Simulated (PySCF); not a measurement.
C10H12Si.
Geometry (PBE0-D3(BJ)/def2-SVP, Å), atoms numbered from 1 in this order:
```
atom  x, y, z in Å
Si1    3.2966    1.4655    0.4889
C2     2.3650    1.0496   -1.1107
C3     1.2133    0.1323   -0.8791
C4     1.1699   -1.2084   -1.0608
C5    -0.1628   -1.7710   -0.6677
C6    -0.9220   -0.5556   -0.2201
C7    -2.2194   -0.4227    0.2545
C8    -2.6827    0.8501    0.6027
C9    -1.8562    1.9686    0.4739
C10   -0.5508    1.8407   -0.0033
C11   -0.0868    0.5715   -0.3494
H12    4.4608    2.3535    0.1792
H13    3.8020    0.2069    1.1152
H14    2.4063    2.1679    1.4610
H15    2.0287    1.9946   -1.5705
H16    3.0920    0.5968   -1.8035
H17    1.9913   -1.8172   -1.4430
H18   -0.6642   -2.2845   -1.5083
H19   -0.0756   -2.5221    0.1388
H20   -2.8715   -1.2944    0.3562
H21   -3.7015    0.9716    0.9786
H22   -2.2364    2.9548    0.7507
H23    0.0905    2.7204   -0.0989
```

Level: PBE0/pcSseg-1 in PySCF, non-relativistic, on one gas-phase PBE0-D3(BJ)/def2-SVP geometry that isn't relaxed in the solvent. The solvent is an IEF-PCM continuum (van der Waals radii × 1.2). The model holds no explicit solvent molecules, cavitation or dispersion.

Gas phase at PBE0/pcSseg-1: HOMO -6.22 eV, LUMO -0.73 eV, dipole 0.82 D.

What does the continuum do to the energy, the frontier levels and the dipole at PBE0/pcSseg-1 in benzene and dichloromethane?

```csv
solvent,ε,E(solvent) − E(gas) (kcal/mol),polarisation term (kcal/mol),distortion of the solute (kcal/mol),HOMO (eV),LUMO (eV),dipole (D)
benzene,2.271,-1.70,-1.80,0.10,-6.21,-0.72,0.97
dichloromethane,8.93,-3.49,-3.91,0.42,-6.24,-0.75,1.13
```

Polarisation term: ½ Σ q·V over the induced surface charges. Distortion: the rise of the solute's own energy as its density leaves the gas-phase optimum. From benzene to dichloromethane the lowering changes by a factor 2.05, Onsager's factor (ε − 1)/(2ε + 1) by 1.83 and ε itself by 3.9.

Give the dipole vector in the frame of the coordinates (D, pointing from negative to positive charge), gas and dichloromethane.

Gas (0.03, -0.60, -0.55), solvent (0.18, -0.80, -0.78). Its length changes by +38 % and its direction by 7°.

On Arm Neoverse N1, one thread, on a shared host, this took 1.8 min wall and 1.6 GiB of memory at its peak. This is the whole shielding run at PBE0/pcSseg-1 in dichloromethane, SCF included.
